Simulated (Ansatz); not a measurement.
`[F][AlH][SbH2]` + `[OH][GaH2]` → `[GaH2][O][SbH2]` + `[F][AlH2]` at 298.15 K and 1 bar (cleavage of the Sb–Al bond).

Program: Ansatz. Geometries: PBE0-D4/def2-TZVP. ΔE: electronic, gas phase. CBS: MP2 limit from def2 TZ/QZ plus the TZ coupled-cluster correction, frozen cores. This one scheme is used for every species. Elements past krypton have def2 core potentials. For Ga, Sb outer-core shells are correlated without core-valence functions, which leaves a few kJ/mol of doubt a bond. Scalar relativity is left out up to krypton.

| species | CCSD(T)/CBS energy (Eh) | H − E (kJ/mol) | S (J/(mol·K)) |
| --- | --- | --- | --- |
| `[F][AlH][SbH2]` | -583.69641 | 77.4 | 333.2 |
| `[OH][GaH2]` | -2000.92981 | 82.7 | 263.1 |
| `[GaH2][O][SbH2]` | -2241.53579 | 98.8 | 348.6 |
| `[F][AlH2]` | -343.06661 | 51.4 | 241.2 |

H − E and S are ideal-gas, rigid-rotor, harmonic terms from PBE0-D4/def2-TZVP, for one conformer and one mirror image of each species. 1 Eh = 2625.50 kJ/mol, R = 8.31446 J/(mol·K).

Question: By hand: ΔE, ΔH, ΔS and ΔG.

Answer: ΔE = (-2241.53579) + (-343.06661) − (-583.69641) − (-2000.92981) = 0.02382 Eh = 62.5 kJ/mol. Δ(H − E) = 98.8 + 51.4 − 77.4 − 82.7 = -9.9, so ΔH = 52.6 kJ/mol. ΔS = 348.6 + 241.2 − 333.2 − 263.1 = -6.5 J/(mol·K). ΔG = 52.6 − 298.15 × (-6.5)/1000 = 54.5 kJ/mol.

Question: By hand: the equilibrium constant, and the temperature at which ΔG would vanish if ΔH and ΔS stayed fixed.

Answer: log₁₀ K = −ΔG/(RT ln 10) = -9.5. ΔH and −TΔS have one sign here, so there is no such temperature.

The number of gas molecules stays the same, so ΔS is small and ΔH decides. A doubt of 5 kJ/mol in ΔE shifts log₁₀ K by 0.9 here. Other conformers and mirror images would add mixing entropy, several J/(mol·K) or more a flexible species. Modes under 60 cm⁻¹, often nearly free rotors, make the harmonic entropy too high. These are equilibria of isolated gas molecules and say nothing of rates. Largest T1 diagnostic: 0.016 (customary marks: 0.02 for closed shells, 0.045 for open ones).

ΔS is within the doubt of such terms, so its sign, and with it that verdict, could turn.
